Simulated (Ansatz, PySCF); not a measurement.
Isomers of CH3BSi. All species are isolated molecules in the gas phase. Strings in code marks are SMILES.

Quantity: electronic energy of isomers of CH3BSi relative to `B1C=[SiH]1`, in kcal/mol. The restricted reference of `B=C=[SiH2]` and `B1=C[SiH2]1` is unstable towards unrestricted orbitals.

Level 1: composite: frozen-core CCSD(T) with HF/cc-pVQZ and the correlation energy extrapolated as X^-3 from cc-pVTZ and cc-pVQZ, plus CCSDT(Q) minus CCSD(T) in cc-pVDZ // PBE0-D3(BJ)/def2-TZVP (Ansatz, a first-principles code)
Level 2: HSE06/cc-pVTZ // PBE0-D3(BJ)/def2-TZVP (Ansatz)
Level 3: PBE-D3(BJ)/def2-TZVP // PBE0-D3(BJ)/def2-TZVP (PySCF)
Level 4: frozen-core MP2/6-31G* // PBE0-D3(BJ)/def2-TZVP (PySCF)

```tsv
species	level 1	level 2	level 3	level 4
`B=C=[SiH2]`	9.87	14.0	12.0	12.1
`B1=C[SiH2]1`	20.8	25.4	24.1	24.5
```
